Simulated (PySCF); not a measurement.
## Radial density of Ga (gallium, neutral)

UHF, [Ar] 3d10 4s2 5s1, 2S determinant (an excited configuration). Computed with PySCF 2.14 in aug-cc-pwCVTZ-PP with ECP10MDF, with scalar relativity through the core potential. This is the valence pseudo-density: the core potential removes the inner electrons and smooths the orbitals near the nucleus.

| r (bohr) | 4πr²ρ (e/bohr) | 4πr²(ρα − ρβ) |
| --- | --- | --- |
| 0.00147 | 1.002e-05 | 0.0000 |
| 0.00247 | 2.793e-05 | 0.0000 |
| 0.00415 | 7.587e-05 | 0.0000 |
| 0.00698 | 0.0001944 | 0.0000 |
| 0.0117 | 0.0004557 | 0.0000 |
| 0.0197 | 0.001013 | 0.0000 |
| 0.0332 | 0.002602 | 0.0000 |
| 0.0558 | 0.01625 | 0.0000 |
| 0.0939 | 0.1704 | 0.0000 |
| 0.158 | 1.409 | -0.0002 |
| 0.266 | 7.707 | 0.0001 |
| 0.447 | 23.75 | 0.0054 |
| 0.752 | 20.51 | -0.0019 |
| 1.26 | 5.034 | 0.0267 |
| 2.13 | 1.358 | 0.0235 |
| 3.58 | 0.2805 | 0.0144 |
| 6.02 | 0.1824 | 0.1766 |
| 10.1 | 0.07059 | 0.0706 |
| 17.0 | 0.0001894 | 0.0002 |

Energies and moments cover only the electrons outside the core potential. The outer electron is Rydberg-like, and this basis confines it to a smaller radius and binds it less than a complete one would.
